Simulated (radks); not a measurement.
The numbers below are computed, except where a source is named.
All-electron atom: Rb29+ in [He] 2s2 2p4.

Level of theory: non-relativistic Kohn-Sham, PBE, spin-polarised, spherical densities, point nucleus; open shells are filled with parallel spins first (spin-orbit coupling, left out, can overturn this in heavy ions); relativity is left out, which matters for an element this heavy (a radial shooting solver on a logarithmic mesh with Libxc functionals).

Energy parts (hartree):
| part | energy |
|---|---|
| total | -2193.75871 |
| kinetic | 2193.46406 |
| electron-nucleus | -4581.34086 |
| Hartree | 243.35010 |
| exchange-correlation | -49.23202 |

Orbitals (lengths in bohr, moments of r in powers of bohr; r(90%) holds 90 % of the orbital's charge):
orbital	occ.	eigenvalue (hartree)	r(90%)	<r>
1s up	1	-606.9217	0.0733	0.04122
1s down	1	-606.4089	0.0732	0.04118
2s up	1	-128.8228	0.268	0.1749
2s down	1	-127.9760	0.269	0.1755
2p up	3	-123.8912	0.241	0.1493
2p down	1	-122.8531	0.242	0.1499

The highest occupied level is 2p down at -3343.0 eV. Spin moment in Bohr magnetons: 2.
